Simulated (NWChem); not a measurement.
System: C$_{6}$H$_{4}$Cl, doublet; SMILES Clc1[c]cccc1

Results from NWChem. Spin-unrestricted. In the optimisation the excess spin sits in a' (Cs, its own frame). Structure relaxed at the B3LYP/6-31G* (spherical d), spin-unrestricted level. No stability test was run on the SCF state. B3LYP is NWChem's, with the RPA form of VWN correlation. Level: B3LYP/def2-SVP with SMD (1 M gas to 1 M solution), gas-phase geometry. Reactions with the solvent are ignored.

Task: Among these, which solvent gives the lowest value of “dipole in solution (D)”?
A) methanol
B) chlorobenzene
C) toluene
D) acetonitrile

Result: C, toluene. Values: toluene 2.47; chlorobenzene 2.71; methanol 2.87; acetonitrile 2.87
